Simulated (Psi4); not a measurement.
CH5AlO2, singlet, at a GFN2-xTB geometry (such geometries of metal compounds can be far from the true shape), with bond 4-2 at 1.6 times its length; M06-2X/6-31G** run with Psi4.

The Psi4 input:
```
memory 2 GB

molecule mol {
0 1
Al    0.077495    0.072760    0.005579
C    -1.429124   -1.224157   -0.136255
H    -1.103574   -2.145534   -0.615245
H    -2.751780   -0.571635   -1.058090
H    -1.800166   -1.498175    0.849291
O    -0.039166    1.511442   -0.787356
H    -0.099529    2.338246   -1.240171
O     1.375252   -0.372392    0.916601
H     2.137670   -0.591536    1.429574
}

set {
  basis 6-31g**
  reference rks
  dft_spherical_points 434
}

energy('m06-2x')
print_variables()
```

It wrote (shortened):

```
   => Loading Basis Set <=

    Name: 6-31G**
    Role: ORBITAL
    Keyword: BASIS

         ---------------------------------------------------------
                                   SCF
               by Justin Turney, Rob Parrish, Andy Simmonett
                          and Daniel G. A. Smith
                              RKS Reference
         ---------------------------------------------------------

  ==> Geometry <==

    Molecular point group: c1
    Full point group: C1

    Geometry (in Angstrom), charge = 0, multiplicity = 1:

       Center              X                  Y                   Z               Mass
    ------------   -----------------  -----------------  -----------------  -----------------
         AL           0.042416386341     0.033234547863     0.006327243310    26.981538530000
         C           -1.464202613659    -1.263682452137    -0.135506756690    12.000000000000
         H           -1.138652613659    -2.185059452137    -0.614496756690     1.007825032230
         H           -2.786858613659    -0.611160452137    -1.057341756690     1.007825032230
         H           -1.835244613659    -1.537700452137     0.850039243310     1.007825032230
         O           -0.074244613659     1.471916547863    -0.786607756690    15.994914619570
         H           -0.134607613659     2.298720547863    -1.239422756690     1.007825032230
         O            1.340173386341    -0.411917452137     0.917349243310    15.994914619570
         H            2.102591386341    -0.631061452137     1.430322243310     1.007825032230

  Running in c1 symmetry.

  Rotational constants: A =      0.20417  B =      0.18762  C =      0.09955 [cm^-1]
  Rotational constants: A =   6120.94389  B =   5624.62071  C =   2984.49635 [MHz]
  Nuclear repulsion =  157.235892844399046

  Charge       = 0
  Multiplicity = 1
  Electrons    = 40
  Nalpha       = 20
  Nbeta        = 20

  ==> Algorithm <==

  SCF Algorithm Type is DF.
  DIIS enabled.
  MOM disabled.
  Fractional occupation disabled.
  Guess Type is SAD.
  Energy threshold   = 1.00e-06
  Density threshold  = 1.00e-06
  Integral threshold = 1.00e-12

  ==> Primary Basis <==

  Basis Set: 6-31G**
    Blend: 6-31G**
    Number of shells: 41
    Number of basis functions: 89
    Number of Cartesian functions: 89
    Spherical Harmonics?: false
    Max angular momentum: 2

  ==> DFT Potential <==

   => LibXC <=

    Version 7.1.2
    S. Lehtola, C. Steigemann, M. J. T. Oliveira, and M. A. L. Marques,  SoftwareX 7, 1–5 (2018) (10.1016/j.softx.2017.11.002)

   => Composite Functional: M06-2X <=

    Hybrid M06-2X Meta-GGA XC Functional  (10.1007/s00214-007-0310-x)
    Y. Zhao and D. G. Truhlar,  Theor. Chem. Acc., 120, 215, 2008

    Deriv               =              1
    GGA                 =           TRUE
    Meta                =           TRUE

    Exchange Hybrid     =           TRUE
    MP2 Hybrid          =          FALSE

   => Exchange Functionals <=

    1.0000   XC_HYB_MGGA_X_M06_2X

   => Exact (HF) Exchange <=

    0.5400               HF

   => Correlation Functionals <=

    1.0000   XC_MGGA_C_M06_2X

   => LibXC Density Thresholds  <==

    XC_MGGA_C_M06_2X:  1.00E-12
    XC_HYB_MGGA_X_M06_2X:  1.00E-15

   => Molecular Quadrature <=

    Radial Scheme          =       TREUTLER
    Pruning Scheme         =           NONE
    Nuclear Scheme         =       TREUTLER

    Blocking Scheme        =         OCTREE
    BS radius alpha        =              1
    Pruning alpha          =              1
    Radial Points          =             75
    Spherical Points       =            434
    Total Points           =         281124
    Total Blocks           =           2113
    Max Points             =            256
    Max Functions          =             87
    Weights Tolerance      =       1.00E-15

   => Loading Basis Set <=

    Name: (6-31G** AUX)
    Role: JKFIT
    Keyword: DF_BASIS_SCF

  ==> Integral Setup <==

  SCF_SUBTYPE=INCORE selected. In-core MEM_DF algorithm will be used.
  Using in-core AOs.

  ==> MemDFJK: Density-Fitted J/K Matrices <==

    J tasked:                   Yes
    K tasked:                   Yes
    wK tasked:                   No
    Algorithm:                 Core
    Schwarz Cutoff:           1E-12
    Mask sparsity (%):       4.0904
    Fitting Condition:        1E-10

   => Auxiliary Basis Set <=

  Basis Set: (6-31G** AUX)
    Blend: CC-PVDZ-JKFIT
    Number of shells: 153
    Number of basis functions: 498
    Number of Cartesian functions: 498
    Spherical Harmonics?: false
    Max angular momentum: 3

  Minimum eigenvalue in the overlap matrix is 9.1764171361E-03.
  Reciprocal condition number of the overlap matrix is 1.5183139653E-03.
    Using symmetric orthogonalization.

  ==> Pre-Iterations <==

  SCF Guess: Superposition of Atomic Densities via on-the-fly atomic UHF (no occupation information).

   -------------------------
    Irrep   Nso     Nmo
   -------------------------
     A         89      89
   -------------------------
    Total      89      89
   -------------------------

  ==> Iterations <==

                           Total Energy        Delta E     RMS |[F,P]|

   @DF-RKS iter SAD:  -432.67111161091248   -4.32671e+02   0.00000e+00
   @DF-RKS iter   1:  -433.43629380246620   -7.65182e-01   1.12010e-02 ADIIS/DIIS
   @DF-RKS iter   2:  -433.31587320836360    1.20421e-01   1.28394e-02 ADIIS/DIIS
   @DF-RKS iter   3:  -433.88171813396451   -5.65845e-01   6.07313e-04 ADIIS/DIIS
   @DF-RKS iter   4:  -433.88255422014811   -8.36086e-04   3.93940e-04 ADIIS/DIIS
   @DF-RKS iter   5:  -433.88313240785624   -5.78188e-04   1.14042e-04 ADIIS/DIIS
   @DF-RKS iter   6:  -433.88319217633961   -5.97685e-05   1.53608e-05 DIIS
   @DF-RKS iter   7:  -433.88319326301877   -1.08668e-06   3.97057e-06 DIIS
   @DF-RKS iter   8:  -433.88319331731543   -5.42967e-08   2.69498e-06 DIIS
   @DF-RKS iter   9:  -433.88319334176390   -2.44485e-08   3.41284e-07 DIIS
  Energy and wave function converged.

  ==> Post-Iterations <==

   Electrons on quadrature grid:
      Ntotal   =   40.0000042125 ; deviation = 4.212e-06

    Orbital Energies [Eh]
    ---------------------

    Doubly Occupied:

[...]
    Virtual:

[...]
    Final Occupation by Irrep:
              A
    DOCC [    20 ]
    NA   [    20 ]
    NB   [    20 ]

  @DF-RKS Final Energy:  -433.88319334176390

   => Energetics <=

    Nuclear Repulsion Energy =            157.2358928443990465
    One-Electron Energy =                -912.5940163867759338
    Two-Electron Energy =                 342.0724922797564886
    DFT Exchange-Correlation Energy =     -20.5975620791434615
    Empirical Dispersion Energy =           0.0000000000000000
    VV10 Nonlocal Energy =                  0.0000000000000000
    Total Energy =                       -433.8831933417638993

Computation Completed

Properties will be evaluated at   0.000000,   0.000000,   0.000000 [a0]

Properties computed using the SCF density matrix

 Multipole Moments:

 ------------------------------------------------------------------------------------
     Multipole            Electronic (a.u.)      Nuclear  (a.u.)        Total (a.u.)
 ------------------------------------------------------------------------------------

 L = 1.  Multiply by 2.5417464519 to convert [e a0] to [Debye]
 Dipole X            :          4.1325236           -3.5888631            0.5436605
 Dipole Y            :          2.6976513           -2.5252676            0.1723836
 Dipole Z            :          0.7778899           -0.5966891            0.1812009
 Magnitude           :                                                    0.5984285

 ------------------------------------------------------------------------------------

  Variable Map:
  ----------------------------------------------------------------------------
[...]
  Array Variable Map:
  ----------------------------------------------------------------------------
[...]
[...]
```
